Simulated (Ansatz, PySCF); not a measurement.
Caution: the highest occupied level lies above zero, so the state may not be bound. This singlet lies 1.12 eV below the relaxed triplet at the level composite: frozen-core CCSD(T) with HF/aug-cc-pVQZ and the correlation energy extrapolated as X^-3 from aug-cc-pVTZ and aug-cc-pVQZ, plus CCSDT(Q) minus CCSD(T) in aug-cc-pVDZ // B3LYP-D3(BJ)/def2-TZVPD (Ansatz, a quantum-chemistry and plane-wave program).

B3LYP has the VWN-RPA correlation part, as in Gaussian. 

HAlCl, SMILES `[AlH-][Cl]` (lower singlet) (charge -1, multiplicity 1)

These are B3LYP-D3(BJ)/def2-TZVPD in PySCF values and carry that method's errors.

```json
{
  "HOMO": "0.07 eV",
  "total_energy": "-703.3681 Ha",
  "cost": "very roughly 7 core-seconds"
}
```

```xyz
3

Al    -0.3418     0.8551     0.0000
Cl     1.6660    -0.3299     0.0000
H     -1.3243    -0.5252     0.0000
```
Charge -1, spin multiplicity 1.
